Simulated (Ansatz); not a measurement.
The cluster Zr₄O₈⁻. Total charge -1; doublet. Geometry PBE-D4/def2-SVP.

```xyz
12

Zr   -0.300    1.448   -0.847
Zr   -1.737   -1.271   -1.412
Zr   -0.030   -1.203    1.206
Zr    2.280    0.868    0.821
O    -0.526   -2.406   -0.477
O     0.408    1.036    1.284
O    -1.693   -0.083    0.116
O    -0.507   -1.939    2.770
O    -0.777    0.057   -2.384
O    -1.018    3.069   -1.109
O     2.076   -1.020    0.969
O     1.825    1.443   -0.938
```

In the def2 sets Zr takes a core potential; there is no spin–orbit coupling. B3LYP takes the VWN-RPA correlation. At PBE-D4/def2-SVP, r2SCAN-D4/def2-SVP the gap within one spin of the charge -1 doublet nearly closes, so an electron or hole may be smeared out by delocalisation error. The structure comes from a short search, and lower isomers may exist.

Problem. Estimate the α-spin orbital energies around the gap (eV) in Ansatz with PBE-D4/def2-SVP, r2SCAN-D4/def2-SVP, B3LYP-D4/def2-SVP, PBE0-D4/def2-SVP.

Solution. 
```csv
orbital,PBE-D4/def2-SVP,r2SCAN-D4/def2-SVP,B3LYP-D4/def2-SVP,PBE0-D4/def2-SVP
HOMO−9,-4.01,-4.30,-5.20,-5.49
HOMO−8,-3.90,-4.20,-5.11,-5.40
HOMO−7,-3.56,-3.87,-4.77,-5.07
HOMO−6,-2.94,-3.18,-4.09,-4.37
HOMO−5,-2.85,-3.11,-4.03,-4.31
HOMO−4,-2.76,-3.01,-3.90,-4.17
HOMO−3,-2.76,-3.01,-3.88,-4.15
HOMO−2,-2.75,-2.99,-3.86,-4.13
HOMO−1,-2.75,-2.99,-3.85,-4.12
HOMO,-0.67,-0.86,-1.03,-1.09
LUMO,-0.64,-0.84,-0.63,-0.61
LUMO+1,0.93,1.08,1.42,1.60
LUMO+2,1.15,1.29,1.62,1.80
LUMO+3,1.42,1.62,1.95,2.14
LUMO+4,1.55,1.71,2.00,2.17
LUMO+5,1.63,1.79,2.11,2.28
β HOMO,-2.75,-2.99,-3.85,-4.12
β LUMO,0.13,0.36,0.33,0.65
```
